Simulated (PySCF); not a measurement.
BiH₅OSi.
Bonds: O1–Si2, Si2–Bi3. Hydrogens: H4 on O1; H5, H6 on Si2; H7, H8 on Bi3.

Computed with PBE0-D3(BJ)/def2-SVP geometry optimisation, gas phase, def2 core potentials past Kr (PySCF).

(1) How far are the bound atoms from Bi3?

(2) List the angles at Bi3.

(3) What is the shape at Bi3?

(4) What are the other bond lengths?

(5) Give some angles away from the centre.

(6) What are the rotational constants (commonest isotopes, rigid rotor)?

Answers

(1) 3 atoms: H7 1.796 Å, H8 1.801 Å, Si2 2.675 Å. The nearest atom not counted as bound is H6, at 3.43 Å.

(2) 
```
     angle  degrees  distance of the outer atoms (Å)
 H7–Bi3–H8     90.0                             2.54
Si2–Bi3–H7     88.9                             3.19
Si2–Bi3–H8     87.7                             3.16
```

(3) Pyramidal: angles 90.0°, 88.9° and 87.7°, sum 266.6°, 1.17 Å off the plane of its three neighbours.

(4) O1–Si2 1.668 Å; O1–H4 0.962 Å; Si2–H5 1.491 Å; Si2–H6 1.500 Å.

(5) O1–Si2–Bi3 113.3°.

(6) A = 14559, B = 1423, C = 1341 MHz: a near-prolate asymmetric top.

Charge 0, singlet. Stationary, but not proved a minimum.

The values belong to the conformer `[OH:1][SiH2:2][BiH2:3]`: H–O1–Si2–Bi3 -40°.
